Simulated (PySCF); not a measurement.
A structure optimised at PBE-D3(BJ)/def2-SVP, used in a PySCF frequency run:

```xyz
11

Si     0.6622     1.1473     0.0000
C     -0.7952     2.3589     0.0000
Ge    -0.1055    -1.1197     0.0000
H      1.5255     1.3644     1.2169
H      1.5255     1.3644    -1.2169
H     -0.4331     3.4069     0.0000
H     -1.4285     2.2111    -0.8975
H     -1.4285     2.2111     0.8975
H      1.0740    -2.1291     0.0000
H     -0.9787    -1.4073    -1.2532
H     -0.9787    -1.4073     1.2532
```

### Question
Write its SMILES, formula and point group.

### Answer
C[SiH2][GeH3], CH8GeSi, Cs

### Question
What are its rotational constants (standard atomic weights)?

### Answer
12.482, 2.1532, 1.9464 GHz
